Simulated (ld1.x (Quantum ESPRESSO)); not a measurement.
## antimony (Sb), ultrasoft: configuration errors across variants

* Element: Sb
* Generator: ld1.x (Quantum ESPRESSO) 7.5
* Type: ultrasoft
* Functional: LDA (PZ)
* Relativity: scalar-relativistic
* Frozen core: [Ar] 3d10
* Valence charge: 23
* Reference configuration: 4s2 4p6 4d10 5s2 5p2 (charge +1)
* Partial waves: 4s (bound): rcut 1.05, rcutus 1.20 bohr; 5s (bound): rcut 1.05, rcutus 1.20 bohr; 4p (bound): rcut 1.20, rcutus 1.40 bohr; 5p (bound): rcut 1.20, rcutus 1.40 bohr; 4d (bound): rcut 1.40, rcutus 1.55 bohr; 4d channel at -2 Ry: rcut 1.40, rcutus 1.55 bohr
* Local potential: all-electron potential smoothed inside 1.40 bohr (lloc = -1)
* Core correction: none
* Augmentation charge: built from norm-conserving waves at rcut, not smoothed further

All-electron excitation energies from the reference (eV): (1) 4s2 4p6 4d10 5s2 5p3 -8.521; (2) 4s2 4p6 4d10 5s2 5p1 16.253; (3) 4s2 4p6 4d10 5s2 5p0 41.038; (4) 4s2 4p6 4d10 5s1 5p0 85.854; (5) 4s1 4p6 4d10 5s2 5p3 148.599; (6) 4s2 4p6 4d10 5s1 5p4 -0.312; (7) 4s2 4p6 4d10 5s1 5p3 8.818; (8) 4s2 4p6 4d10 5s2 5p2 spin -0.591; (9) 4s2 4p6 4d10 5s2 5p3 spin -9.613.

Spin tests fill each open shell by Hund’s rule, majority spin first.

The overlap operator is not positive definite (basis up to 400 Ry) in “base”, “waves 4d (bound): rcut 0.98, rcutus 1.04 bohr; 4d channel at -2 Ry: rcut 0.98, rcutus 1.04 bohr”, “waves 4d (bound): rcut 1.12, rcutus 1.18 bohr; 4d channel at -2 Ry: rcut 1.12, rcutus 1.18 bohr”, “waves 4d (bound): rcut 1.30, rcutus 1.38 bohr; 4d channel at -2 Ry: rcut 1.30, rcutus 1.38 bohr”, “waves 4d (bound): rcut 1.40, rcutus 1.54 bohr; 4d channel at -2 Ry: rcut 1.40, rcutus 1.54 bohr”, “waves 4d (bound): rcut 1.40, rcutus 1.98 bohr; 4d channel at -2 Ry: rcut 1.40, rcutus 1.98 bohr”. Such files are unfit for use, however small their errors in these radial tests.

Tests that are not counted but printed errors over 1 eV. “waves 4d (bound): rcut 1.40, rcutus 1.98 bohr; 4d channel at -2 Ry: rcut 1.40, rcutus 1.98 bohr”: 4s2 4p6 4d10 5s2 5p0 (solver errors, printed error -4675 eV).

2 further variants failed, have other tests or too few solved ones, and are left out.

The file “base” misses its own reference levels by 3.1 eV. The file “waves 4d (bound): rcut 0.98, rcutus 1.04 bohr; 4d channel at -2 Ry: rcut 0.98, rcutus 1.04 bohr” misses its own reference levels by 3.1 eV. The file “waves 4d (bound): rcut 1.12, rcutus 1.18 bohr; 4d channel at -2 Ry: rcut 1.12, rcutus 1.18 bohr” misses its own reference levels by 3.1 eV. The file “waves 4d (bound): rcut 1.30, rcutus 1.38 bohr; 4d channel at -2 Ry: rcut 1.30, rcutus 1.38 bohr” misses its own reference levels by 3.1 eV. The file “waves 4d (bound): rcut 1.40, rcutus 1.54 bohr; 4d channel at -2 Ry: rcut 1.40, rcutus 1.54 bohr” misses its own reference levels by 3.1 eV. The file “waves 4d (bound): rcut 1.40, rcutus 1.98 bohr; 4d channel at -2 Ry: rcut 1.40, rcutus 1.98 bohr” misses its own reference levels by 3.1 eV.

Errors AE − PS in meV (a dash: test not solved or not reliable):

| change | (1) | (2) | (3) | (4) | (5) | (6) | (7) | (8) | (9) | bound ghosts |
| --- | --- | --- | --- | --- | --- | --- | --- | --- | --- | --- |
| base | -523 | +936 | +1372 | +6220 | -571 | +1634 | +2387 | -13 | -587 | not determined (overlap not positive) |
| waves 4d (bound): rcut 0.98, rcutus 1.04 bohr; 4d channel at -2 Ry: rcut 0.98, rcutus 1.04 bohr | -523 | +946 | +1097 | +5859 | -578 | +1563 | +2296 | -26 | -598 | not determined (overlap not positive) |
| waves 4d (bound): rcut 1.12, rcutus 1.18 bohr; 4d channel at -2 Ry: rcut 1.12, rcutus 1.18 bohr | -523 | +946 | +1090 | +5849 | -581 | +1561 | +2293 | -26 | -597 | not determined (overlap not positive) |
| waves 4d (bound): rcut 1.30, rcutus 1.38 bohr; 4d channel at -2 Ry: rcut 1.30, rcutus 1.38 bohr | -523 | +944 | +1132 | +5904 | +1990 | +1574 | +2309 | -24 | -596 | not determined (overlap not positive) |
| waves 4d (bound): rcut 1.40, rcutus 1.54 bohr; 4d channel at -2 Ry: rcut 1.40, rcutus 1.54 bohr | -523 | +936 | +1372 | +6220 | -571 | +1634 | +2387 | -13 | -587 | not determined (overlap not positive) |
| waves 4d (bound): rcut 1.40, rcutus 1.98 bohr; 4d channel at -2 Ry: rcut 1.40, rcutus 1.98 bohr | -523 | +950 | – | +5999 | – | – | – | – | – | not determined (overlap not positive) |

Task: Give the same row for: waves 4d (bound): rcut 1.40, rcutus 1.80 bohr; 4d channel at -2 Ry: rcut 1.40, rcutus 1.80 bohr.

Result: -523, +943, –, +6088, -638, +1589, +2329, -22, -594; bound ghosts: not determined (overlap not positive). Not counted: 4s2 4p6 4d10 5s2 5p0 (solver errors, printed error -4648 eV). Its overlap operator is not positive definite in a basis up to 400 Ry (lowest eigenvalue p -3.84), so the file is unfit for use: the generalised eigenproblem breaks down once the basis is large enough, and its test numbers describe a broken file.
